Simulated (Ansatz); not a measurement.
CH$_{4}$AlBrS, SMILES `[CH3][Al]([SH])[Br]`, relaxed with RKS PBE-D4/def2-SVP in Ansatz 0.2.0 from a rough embedded geometry. The force threshold is 0.03 eV/Å; the program also tests the step.

The species carries charge 0 and has multiplicity 1.

Start:

```xyz
8

C     0.785    0.846   -0.545
Al   -0.135   -0.397    0.651
S    -1.012   -2.274   -0.203
Br   -0.419    0.078    2.902
H     1.186    1.748    0.085
H     1.716    0.376   -1.000
H     0.143    1.244   -1.346
H    -2.265   -1.621   -0.544
```

| step | energy (eV) | largest force (eV/Å) | largest move (Å) |
| --- | --- | --- | --- |
| 1 | -88548.7026 | 1.983 | 0.000 |
| 2 | -88548.8796 | 0.586 | 0.102 |
| 3 | -88548.9016 | 0.110 | 0.033 |
| 4 | -88548.9025 | 0.018 | 0.014 |

End:

```xyz
8

C     0.809    0.876   -0.509
Al   -0.173   -0.393    0.601
S    -1.046   -2.280   -0.185
Br   -0.416    0.050    2.822
H     1.175    1.745    0.073
H     1.679    0.370   -0.978
H     0.172    1.248   -1.339
H    -2.200   -1.616   -0.485
```

It took 2.8 s on 4 threads of a server CPU on a shared host, with 0.17 GiB of host memory at the peak.
